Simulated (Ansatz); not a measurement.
One change: `C1[O][SnH2][SiH2]1` becomes `C1[SiH2][SnH2][S]1`.

Ansatz, PBE0-D4/def2-TZVP geometries, multiplicity 1. 

Elements past krypton have def2 core potentials.

| property | `C1[O][SnH2][SiH2]1` |
| --- | --- |
| LUMO energy (B3LYP/def2-TZVPP) / eV | -1.34 |
| HOMO–LUMO gap (PBE0/def2-TZVPP) / eV | 6.19 |
| HOMO–LUMO gap (ωB97M-V/def2-TZVPP) / eV | 10.00 |
| LUMO energy (PBE0/def2-TZVPP) / eV | -1.11 |
| LUMO energy (ωB97M-V/def2-TZVPP) / eV | 0.46 |
| HOMO energy (PBE0/def2-TZVPP) / eV | -7.30 |

Q: What does the change do to each property? (An estimate is asked.)

A: The calculation gave: 
```csv
property,`C1[SiH2][SnH2][S]1`,shift
LUMO energy (B3LYP/def2-TZVPP) / eV,-1.15,0.19
HOMO–LUMO gap (PBE0/def2-TZVPP) / eV,5.65,-0.54
HOMO–LUMO gap (ωB97M-V/def2-TZVPP) / eV,9.31,-0.69
LUMO energy (PBE0/def2-TZVPP) / eV,-0.94,0.17
LUMO energy (ωB97M-V/def2-TZVPP) / eV,0.60,0.14
HOMO energy (PBE0/def2-TZVPP) / eV,-6.58,0.72
```

With PBE0 the HOMO rises by 0.72 eV and the LUMO rises by 0.17 eV, so the gap narrows by about 0.55 eV. PBE moves the HOMO by 0.36 eV and ωB97M-V by 0.83 eV.

B3LYP here is the variant with VWN-RPA as its local correlation; programs differ in this.
